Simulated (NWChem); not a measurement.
System: C2Cl3, doublet; SMILES Cl[C]=C(Cl)Cl

Parts of the log:

```
             Northwest Computational Chemistry Package (NWChem) 7.3.0
             --------------------------------------------------------

                             Geometry "geometry" -> ""
                             -------------------------

 Output coordinates in angstroms (scale by  1.889725989 to convert to a.u.)

  No.       Tag          Charge          X              Y              Z
 ---- ---------------- ---------- -------------- -------------- --------------
    1 Cl                  17.0000    -0.25761400    -2.36954800     0.00000000
    2 C                    6.0000    -0.73106500    -0.77373900     0.00000000
    3 C                    6.0000    -0.12576300     0.41243100     0.00000000
    4 Cl                  17.0000     1.61298900     0.59600600     0.00000000
    5 Cl                  17.0000    -1.04256800     1.88390300     0.00000000

 Effective nuclear repulsion energy (a.u.)     298.9621577437

                                 NWChem DFT Module
                                 -----------------

 Summary of "ao basis" -> "ao basis" (spherical)
 ------------------------------------------------------------------------------
       Tag                 Description            Shells   Functions and Types
 ---------------- ------------------------------  ------  ---------------------
 Cl                         def2-svp                 8       18   4s3p1d
 C                          def2-svp                 6       14   3s2p1d

 in cosmo_initialize ...
 calling solv_data for solv:toluene

 solvent parameters
 solvname_short: toluene
 solvname_long:  toluene
 dielec:        2.3741
 dielecinf:     2.2383
 nonaqueous SMD model solvent descriptors
 dielec:        2.3741
 sola:          0.0000
 solb:          0.1400
 solc:          0.8570
 solg:         40.2000
 solh:          0.0000
 soln:          1.4961

          ---------------
          -cosmo- solvent
          ---------------
 Cosmo: York-Karplus, doi: 10.1021/jp992097l
 dielectric constant -eps-     =   2.37
 screen = (eps-1)/(eps    )    =   0.57879
 surface charge correction     = lagrangian

   van der Waals surface
 --------------------------

 ---------- ATOMIC COORDINATES (A.U.) ------------ VDWR(ANG.) --
     1   -0.48681987   -4.47779644    0.00000000     2.380
     2   -1.38151253   -1.46215470    0.00000000     1.850
     3   -0.23765761    0.77938158    0.00000000     1.850
     4    3.04810723    1.12628803    0.00000000     2.380
     5   -1.97016784    3.56006046    0.00000000     2.380
 number of segments per atom =        128
 number of   points per atom =        128
 atom (   nspa,  nppa )
 ----------------------
    1 (     98,     0 )       0
    2 (     38,     0 )       0
    3 (     14,     0 )       0
    4 (     90,     0 )       0
    5 (     90,     0 )       0
 number of -cosmo- surface points =      330
 molecular surface =    162.559 angstrom**2
 molecular volume  =    154.940 angstrom**3
 -lineq- algorithm             =   0
 -bem- low  level              =   3
 -bem- from -octahedral-
 gaussian surface charge width =   4.50000
 degree of switching           =   1.00000
 switching function tolerance  =   0.00010
 atomic radii =
 --------------
    1 17.000  2.380
    2  6.000  1.850
    3  6.000  1.850
    4 17.000  2.380
    5 17.000  2.380
 ...... end of -cosmo- initialization ......

 nat:                     5
 ixmem:                  1509
 calling mnsol_interface()
 G(SMD-CDS) energy (kcal/mol)  =    -2.060
 SMD-CDS SASA (angstrom**2)    =   142.292

[...]

                                COSMO-SMD solvation results
                                ---------------------------

             internal energy in gas <Psi(g)|H|Psi(g)> =     -1456.131460799933
         internal energy in solvent <Psi(s)|H|Psi(s)> =     -1456.131447016710
                               delta internal energy  =         0.000013783223 (    0.01 kcal/mol)
   total free energy in solvent <Psi(s)|H+V/2|Psi(s)> =     -1456.131825736634
 polarization energy contribution <Psi(s)|V/2|Psi(s)> =        -0.000378719924 (   -0.24 kcal/mol)
    total free energy in solvent including G(SMD-CDS) =     -1456.135108928702
                       G(SMD-CDS) energy contribution =        -0.003283192069 (   -2.06 kcal/mol)
     1 M fixed-concentration free energy of solvation =        -0.003648128769 (   -2.29 kcal/mol)

                    DFT Final Alpha Molecular Orbital Analysis
                    ------------------------------------------

 Vector   30  Occ=1.000000D+00  E=-3.882808D-01
              MO Center=  1.8D-01,  1.1D+00,  1.1D-09, r^2= 3.8D+00
   Bfn.  Coefficient  Atom+Function         Bfn.  Coefficient  Atom+Function
  ----- ------------  ---------------      ----- ------------  ---------------
    75     -0.449622  5 Cl px                58      0.414300  4 Cl py
    72     -0.340402  5 Cl px                55      0.315760  4 Cl py
    69     -0.192906  5 Cl px                52      0.178870  4 Cl py
    57     -0.179080  4 Cl px                76     -0.154356  5 Cl py
    54     -0.140004  4 Cl px                11      0.120855  1 Cl px

 Vector   31  Occ=1.000000D+00  E=-3.313916D-01
              MO Center= -5.4D-01, -1.0D+00, -4.6D-09, r^2= 2.8D+00
   Bfn.  Coefficient  Atom+Function         Bfn.  Coefficient  Atom+Function
  ----- ------------  ---------------      ----- ------------  ---------------
    22      0.495843  2 C  px                11     -0.436206  1 Cl px
    25      0.314677  2 C  px                 8     -0.291608  1 Cl px
    21     -0.279663  2 C  s                 20     -0.188697  2 C  s
    57      0.181909  4 Cl px                58      0.165625  4 Cl py
     5     -0.163907  1 Cl px                76     -0.128528  5 Cl py

 Vector   32  Occ=1.000000D+00  E=-3.191941D-01
              MO Center= -2.4D-01, -2.5D-01,  5.8D-09, r^2= 3.8D+00
   Bfn.  Coefficient  Atom+Function         Bfn.  Coefficient  Atom+Function
  ----- ------------  ---------------      ----- ------------  ---------------
    24     -0.373646  2 C  pz                13      0.359847  1 Cl pz
    77      0.314882  5 Cl pz                38     -0.301792  3 C  pz
    59      0.292492  4 Cl pz                27     -0.243905  2 C  pz
    10      0.237338  1 Cl pz                74      0.209951  5 Cl pz
    56      0.191588  4 Cl pz                41     -0.182308  3 C  pz

 Vector   33  Occ=0.000000D+00  E= 8.625551D-03
              MO Center= -3.3D-01, -1.4D-01,  3.8D-10, r^2= 2.7D+00
   Bfn.  Coefficient  Atom+Function         Bfn.  Coefficient  Atom+Function
  ----- ------------  ---------------      ----- ------------  ---------------
    41     -0.662629  3 C  pz                27      0.622259  2 C  pz
    38     -0.470447  3 C  pz                24      0.435883  2 C  pz
    13     -0.267197  1 Cl pz                77      0.249064  5 Cl pz
    59      0.246697  4 Cl pz                10     -0.117393  1 Cl pz
    56      0.110020  4 Cl pz                74      0.106185  5 Cl pz

 Vector   34  Occ=0.000000D+00  E= 5.410861D-02
              MO Center= -4.7D-01,  3.8D-01,  6.8D-09, r^2= 4.1D+00
   Bfn.  Coefficient  Atom+Function         Bfn.  Coefficient  Atom+Function
  ----- ------------  ---------------      ----- ------------  ---------------
    35      0.993928  3 C  s                 21     -0.688246  2 C  s
    76      0.683752  5 Cl py                68     -0.594812  5 Cl s
    12      0.489415  1 Cl py                34      0.458792  3 C  s
    75     -0.423030  5 Cl px                40      0.383318  3 C  py
     4      0.292743  1 Cl s                 37      0.262234  3 C  py

 Vector   35  Occ=0.000000D+00  E= 6.539757D-02
              MO Center=  4.0D-01, -7.5D-02, -1.0D-10, r^2= 3.6D+00
   Bfn.  Coefficient  Atom+Function         Bfn.  Coefficient  Atom+Function
  ----- ------------  ---------------      ----- ------------  ---------------
    57      0.806884  4 Cl px                35      0.716157  3 C  s
    50     -0.623735  4 Cl s                 39      0.600157  3 C  px
    21      0.569972  2 C  s                 12     -0.513340  1 Cl py
     4     -0.407939  1 Cl s                 36      0.405017  3 C  px
    26     -0.328407  2 C  py                23     -0.280522  2 C  py

                     DFT Final Beta Molecular Orbital Analysis
                     -----------------------------------------

 Vector   29  Occ=1.000000D+00  E=-4.043194D-01
              MO Center=  3.7D-01,  1.2D+00, -7.4D-09, r^2= 3.2D+00
   Bfn.  Coefficient  Atom+Function         Bfn.  Coefficient  Atom+Function
  ----- ------------  ---------------      ----- ------------  ---------------
    59      0.482647  4 Cl pz                77     -0.449507  5 Cl pz
    56      0.360628  4 Cl pz                74     -0.335670  5 Cl pz
    53      0.205744  4 Cl pz                71     -0.191374  5 Cl pz

 Vector   30  Occ=1.000000D+00  E=-3.865043D-01
              MO Center=  2.3D-01,  1.1D+00,  1.0D-09, r^2= 3.8D+00
   Bfn.  Coefficient  Atom+Function         Bfn.  Coefficient  Atom+Function
  ----- ------------  ---------------      ----- ------------  ---------------
    75     -0.440690  5 Cl px                58      0.430817  4 Cl py
    72     -0.332560  5 Cl px                55      0.327421  4 Cl py
    69     -0.188502  5 Cl px                52      0.185662  4 Cl py
    57     -0.162599  4 Cl px                76     -0.159433  5 Cl py
    54     -0.127306  4 Cl px                11      0.116158  1 Cl px

[...]
```

Level: M06-2X/def2-SVP, spin-unrestricted, SMD on the gas-phase geometry. In the optimisation the excess spin sits in a' (Cs, its own frame). Geometry: optimised at PBE-D3(BJ)/def2-SVP, spin-unrestricted. No stability test was run on the SCF state. Solvent: toluene.

Q: Which NWChem input produces such a log?

A: This is not unique; one that fits is the input that was run:
```
start job
memory heap 200 mb stack 900 mb global 1100 mb
geometry units angstroms noautosym nocenter noautoz
  Cl    -0.257614    -2.369548     0.000000
  C     -0.731065    -0.773739     0.000000
  C     -0.125763     0.412431     0.000000
  Cl     1.612989     0.596006     0.000000
  Cl    -1.042568     1.883903     0.000000
end
basis spherical
  Cl library def2-svp
  C library def2-svp
end
dft
  odft
  mult 2
  xc m06-2x
  iterations 150
end
cosmo
  do_cosmo_smd true
  solvent toluene
end
task dft energy
```
